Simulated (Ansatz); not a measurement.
`[GaH2][CH]1BO1`. The species carries charge 0 and has multiplicity 1. Geometry: relaxed with PBE0-D4/def2-TZVP.

```xyz
8

Ga    0.657   -0.735    1.161
C     0.323    0.284   -0.470
B    -1.058    0.504   -1.067
O    -0.590    1.514   -0.355
H    -0.253   -0.490    2.412
H     1.794   -1.815    1.147
H     1.159    0.493   -1.139
H    -2.031    0.245   -1.690
```

Problem. What is the dipole moment at ωB97M-V/def2-TZVPP? (Estimate.)

Solution. Ansatz gave: 1.26 D, with components (0.23, -0.99, -0.74) D in this frame, pointing from negative to positive charge.

Problem. And with PBE, r2SCAN, B3LYP? (Estimate.)

Solution. Computed: PBE 1.09 D, r2SCAN 1.18 D, B3LYP 1.26 D.

Problem. Give the Mulliken charges with ωB97M-V, r2SCAN, B3LYP in def2-TZVPP. (An estimate is asked.)

Solution. The calculation gave: 
| atom | ωB97M-V | r2SCAN | B3LYP |
| --- | --- | --- | --- |
| Ga1 | 0.19 | 0.23 | 0.20 |
| C2 | -0.14 | -0.05 | -0.05 |
| B3 | 0.02 | 0.09 | 0.03 |
| O4 | -0.24 | -0.25 | -0.24 |
| H5 | -0.02 | -0.06 | -0.05 |
| H6 | -0.03 | -0.07 | -0.06 |
| H7 | 0.12 | 0.08 | 0.11 |
| H8 | 0.10 | 0.02 | 0.05 |

B3LYP here is the variant with VWN-RPA as its local correlation; programs differ in this.
